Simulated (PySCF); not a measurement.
# ECD: `C[C@@H]1CCOC[C@@H]1Cl`, C6H11ClO

Geometry:
| atom | x (Å) | y (Å) | z (Å) |
| --- | --- | --- | --- |
| C1 | 2.197 | -0.072 | -0.075 |
| C2 | 0.724 | 0.021 | 0.308 |
| C3 | -0.036 | -1.263 | -0.030 |
| C4 | -1.508 | -1.106 | 0.353 |
| O5 | -2.106 | -0.008 | -0.299 |
| C6 | -1.470 | 1.202 | 0.004 |
| C7 | 0.017 | 1.201 | -0.361 |
| Cl8 | 0.171 | 1.111 | -2.140 |
| H9 | 2.715 | 0.851 | 0.174 |
| H10 | 2.669 | -0.892 | 0.461 |
| H11 | 2.302 | -0.251 | -1.142 |
| H12 | 0.654 | 0.194 | 1.390 |
| H13 | 0.037 | -1.452 | -1.102 |
| H14 | 0.393 | -2.111 | 0.504 |
| H15 | -1.595 | -0.980 | 1.445 |
| H16 | -2.088 | -1.978 | 0.047 |
| H17 | -2.005 | 1.972 | -0.557 |
| H18 | -1.554 | 1.421 | 1.083 |
| H19 | 0.474 | 2.150 | -0.070 |

Theory: PySCF, TDDFT CAM-B3LYP/def2-SVPD circular dichroism and optical rotation, one conformer, gas phase. Geometry: GFN2-xTB.

(1) Assign R or S to each stereocentre.

(2) List the lowest 8 singlet excitations with oscillator and rotatory strengths.

Answers

(1) C2 R, C7 R.

(2) Rotatory strengths R in 10⁻⁴⁰ esu² cm², velocity form and length form (origin at the centre of mass); f in length form.
```tsv
state	E (eV)	λ (nm)	f	R (velocity)	R (length)	main
1	7.21	172	0.022	+14.2	+14.4	HOMO→LUMO 0.53, HOMO→LUMO+1 0.13
2	7.41	167	0.010	-0.5	-0.6	HOMO−1→LUMO+1 0.39, HOMO−1→LUMO 0.11
3	7.46	166	0.004	-3.1	-2.8	HOMO→LUMO+1 0.26, HOMO→LUMO 0.15
4	7.87	158	0.024	+22.5	+23.4	HOMO→LUMO+1 0.33, HOMO→LUMO+2 0.23
5	8.03	154	0.037	-8.0	-8.3	HOMO→LUMO+4 0.54, HOMO−2→LUMO+1 0.13
6	8.13	153	0.004	-1.9	-2.1	HOMO−1→LUMO 0.56, HOMO−1→LUMO+1 0.11
7	8.20	151	0.016	-7.1	-8.9	HOMO→LUMO+2 0.17, HOMO→LUMO+3 0.13
8	8.27	150	0.022	-3.0	-3.3	HOMO→LUMO+3 0.38, HOMO→LUMO+2 0.13
```

Among the states computed, the strongest CD band (largest |R|) is state 4. The largest dissymmetry factor in size, g = 4R/(D+G), with D and G the electric and magnetic dipole strengths, is +0.012 for state 4 (velocity form, f = 0.023), among bands with |R| over 0.5. The mirror image has the same energies and oscillator strengths and all R with the opposite sign.
